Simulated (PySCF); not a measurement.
PySCF input file for Ge(Cl)2(OH)2 (Cl2GeH2O2), SMILES [OH][Ge]([OH])([Cl])[Cl], r2SCAN-D4/def2-SVP. Coordinates come from a r2SCAN-D4/def2-SVP optimisation. Other conformers were not sampled.

```python
import numpy as np
from pyscf import gto, scf, dft, df
from pyscf.hessian import thermo

mol = gto.M(
    atom='''
    O    -0.10893788    1.46400812   -1.23085222
    Ge   -0.00000000   -0.00000000   -0.26592023
    O     0.10893789   -1.46400814   -1.23085218
    Cl   -1.76905141   -0.00162851    0.92719391
    Cl    1.76905140    0.00162852    0.92719391
    H     0.73397814    1.67159178   -1.66075525
    H    -0.73397814   -1.67159181   -1.66075522
    ''',
    basis='def2-SVP',
    charge=0,
    spin=0,
    max_memory=1600,
    verbose=3,
)
mf = dft.RKS(mol, xc='r2scan').density_fit(auxbasis='def2-universal-jkfit')
mf.disp = 'd4'
mf.grids.level = 4
mf.conv_tol = 1e-11
mf.max_cycle = 100
mf.kernel()

# [left out here: the lines that compute and print the analytic Hessian (its translational invariance restored by hand, since the grid's response is missing), thermochemistry and intensities]
```

Output:

```
converged SCF energy = -3148.39509720285

WARN: MGGA Hessian is sensitive to dft grids. grids.level 4 may not be dense enough.


WARN: DFTD4 does not support analytical Hessian, using finite difference.


WARN: Mole.unit (angstrom) is changed to Bohr

Mode                                 0                   1                   2
Irrep
Freq [cm^-1]                      111.7275            135.5358            150.1188
Reduced mass [au]                   2.6681              1.0987              5.2239
Force const [Dyne/A]                0.0196              0.0119              0.0694
Char temp [K]                     160.7510            195.0059            215.9876
Normal mode                   x     y     z       x     y     z       x     y     z
       0   O                -0.06 -0.02 -0.05    0.01 -0.02 -0.03   -0.09 -0.00  0.04
       1  Ge                 0.00  0.00 -0.02   -0.01 -0.01 -0.00   -0.00 -0.00  0.04
       2   O                 0.06  0.02 -0.05    0.01 -0.02  0.03    0.09  0.00  0.04
       3  Cl                 0.05  0.03  0.05   -0.00  0.01  0.02   -0.06  0.04 -0.05
       4  Cl                -0.05 -0.03  0.05   -0.00  0.01 -0.02    0.06 -0.04 -0.05
       5   H                -0.17 -0.19 -0.33    0.21  0.34  0.54   -0.18 -0.11 -0.19
       6   H                 0.17  0.19 -0.33    0.21  0.34 -0.54    0.18  0.11 -0.19
Mode                                 3                   4                   5
Irrep
Freq [cm^-1]                      201.5464            216.9654            232.3456
Reduced mass [au]                  22.2113              2.3119              5.9823
Force const [Dyne/A]                0.5316              0.0641              0.1903
Char temp [K]                     289.9804            312.1650            334.2936
Normal mode                   x     y     z       x     y     z       x     y     z
       0   O                -0.00 -0.01 -0.11    0.09 -0.04 -0.04    0.13  0.01  0.00
       1  Ge                 0.00  0.07 -0.00   -0.00  0.00  0.03   -0.05  0.00 -0.00
       2   O                -0.00 -0.01  0.11   -0.09  0.04 -0.04    0.13  0.01 -0.00
       3  Cl                 0.00 -0.06  0.00   -0.03 -0.04 -0.01   -0.02 -0.00  0.05
       4  Cl                 0.00 -0.06 -0.00    0.03  0.04 -0.01   -0.02 -0.00 -0.05
       5   H                 0.02  0.00 -0.06    0.03 -0.33 -0.31    0.15 -0.19 -0.05
       6   H                 0.02  0.00  0.06   -0.03  0.33 -0.31    0.15 -0.19  0.05
Mode                                 6                   7                   8
Irrep
Freq [cm^-1]                      263.3998            421.1325            459.7126
Reduced mass [au]                   4.7608             29.7562             35.3515
Force const [Dyne/A]                0.1946              3.1093              4.4018
Char temp [K]                     378.9736            605.9159            661.4241
Normal mode                   x     y     z       x     y     z       x     y     z
       0   O                 0.03  0.10  0.11    0.00  0.04 -0.01    0.00 -0.00  0.00
       1  Ge                 0.00 -0.00 -0.03    0.00 -0.00 -0.05    0.07  0.00 -0.00
       2   O                -0.03 -0.10  0.11   -0.00 -0.04 -0.01    0.00 -0.00 -0.00
       3  Cl                 0.03 -0.01 -0.01   -0.08 -0.00  0.06   -0.08  0.00  0.05
       4  Cl                -0.03  0.01 -0.01    0.08  0.00  0.06   -0.08  0.00 -0.05
       5   H                -0.08 -0.14 -0.24   -0.02  0.02 -0.05   -0.02  0.04 -0.03
       6   H                 0.08  0.14 -0.24    0.02 -0.02 -0.05   -0.02  0.04  0.03
Mode                                 9                  10                  11
Irrep
Freq [cm^-1]                      720.5156            755.1224            889.9575
Reduced mass [au]                  15.4810             17.3014              1.0867
Force const [Dyne/A]                4.7352              5.8125              0.5071
Char temp [K]                    1036.6615           1086.4530           1280.4507
Normal mode                   x     y     z       x     y     z       x     y     z
       0   O                 0.01 -0.14  0.09    0.01 -0.13  0.08    0.04 -0.01 -0.01
       1  Ge                -0.00 -0.00 -0.04   -0.00  0.06 -0.00   -0.00 -0.00  0.01
       2   O                -0.01  0.14  0.09    0.01 -0.13 -0.08   -0.04  0.01 -0.01
       3  Cl                -0.00  0.00  0.00    0.00  0.00 -0.00   -0.00 -0.00 -0.00
       4  Cl                 0.00 -0.00  0.00    0.00  0.00  0.00    0.00  0.00 -0.00
       5   H                -0.06 -0.03  0.02   -0.05 -0.01  0.04   -0.26  0.54 -0.30
       6   H                 0.06  0.03  0.02   -0.05 -0.01 -0.04    0.26 -0.54 -0.30
Mode                                12                  13                  14
Irrep
Freq [cm^-1]                      912.1120           3824.8962           3827.3119
Reduced mass [au]                   1.1188              1.0665              1.0666
Force const [Dyne/A]                0.5484              9.1933              9.2055
Char temp [K]                    1312.3261           5503.1740           5506.6497
Normal mode                   x     y     z       x     y     z       x     y     z
       0   O                 0.05 -0.01 -0.01    0.04  0.01 -0.02   -0.04 -0.01  0.02
       1  Ge                -0.02 -0.01 -0.00    0.00 -0.00  0.00   -0.00  0.00  0.00
       2   O                 0.05 -0.01  0.01    0.04  0.01  0.02    0.04  0.01  0.02
       3  Cl                 0.00 -0.00  0.00    0.00 -0.00 -0.00    0.00 -0.00 -0.00
       4  Cl                 0.00 -0.00 -0.00    0.00 -0.00  0.00   -0.00  0.00 -0.00
       5   H                -0.25  0.54 -0.29   -0.59 -0.16  0.31    0.59  0.16 -0.31
       6   H                -0.25  0.54  0.29   -0.59 -0.16 -0.31   -0.59 -0.16 -0.31
temperature 298.1500 [K]
pressure 101325.00 [Pa]
Rotational constants [GHz] 2.60204 1.69838 1.47153
Symmetry number 2
Zero-point energy (ZPE) 0.02990 [Eh]   78489.382 [J/mol]
                           tot       elec      trans        rot        vib
Entropy [J/mol/K]       364.788      0.000    173.339    112.616     78.833
Cv [J/mol/K]            101.192      0.000     12.472     12.472     76.248
Cp [J/mol/K]            109.506      0.000     20.786     12.472     76.248
Internal energy [J/mol]                      3718.434   3718.434  91477.050
Internal energy [Eh]   -3148.35742  -3148.39510
Enthalpy [J/mol]                             6197.391   3718.434  91477.050
Enthalpy [Eh]          -3148.35648
Gibbs free energy [J/mol]                  -45483.760 -29857.899  67972.848
Gibbs free energy [Eh] -3148.39790
mode   freq/cm-1   IR/(km/mol)
   1      111.73        40.022
   2      135.54        62.855
   3      150.12        11.212
   4      201.55        13.979
   5      216.97         7.496
   6      232.35        47.817
   7      263.40       102.287
   8      421.13        42.339
   9      459.71        91.033
  10      720.52        84.581
  11      755.12       129.128
  12      889.96        31.299
  13      912.11       154.813
  14     3824.90       135.327
  15     3827.31        77.520
max |gradient| / (hartree/bohr): 0.00032741873331927016
APT charges: [-0.8082  2.0412 -0.8082 -0.5104 -0.5104  0.2968  0.2968]
```

The run converged.
